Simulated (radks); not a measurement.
Results of a calculation; reference values are marked as such.
All-electron atom: the silicon ion Si4+ in [Ne].

Level of theory: Dirac Kohn-Sham, BLYP, spin-unpolarised, spherical densities, finite nucleus; Fermi nuclear charge, rms radius 3.1224 fm (a radial shooting solver on a logarithmic mesh with Libxc functionals).

Energy parts (hartree):
total: -286.21649
kinetic: 287.12512
electron-nucleus: -663.24336
Hartree: 109.54476
exchange-correlation: -19.64301

Orbitals (lengths in bohr, moments of r in powers of bohr; r(90%) holds 90 % of the orbital's charge):
orbital  occ.  eigenvalue (hartree)  r(90%)  small-component weight
1s1/2       2             -67.70228   0.199                2.46e-03
2s1/2       2              -7.06377   0.889                3.53e-04
2p1/2       2              -5.47701   0.889                3.32e-04
2p3/2       4              -5.45270   0.892                3.31e-04

The highest occupied level is 2p3/2 at -148.38 eV. For comparison, the ionisation energy in NIST's Atomic Spectra Database is 166.77 eV (measured). In exact Kohn-Sham theory the highest level is minus the ionisation energy, but local and semilocal functionals leave it too shallow, through self-interaction and a potential that decays too fast; potentials with the right tail come closer.
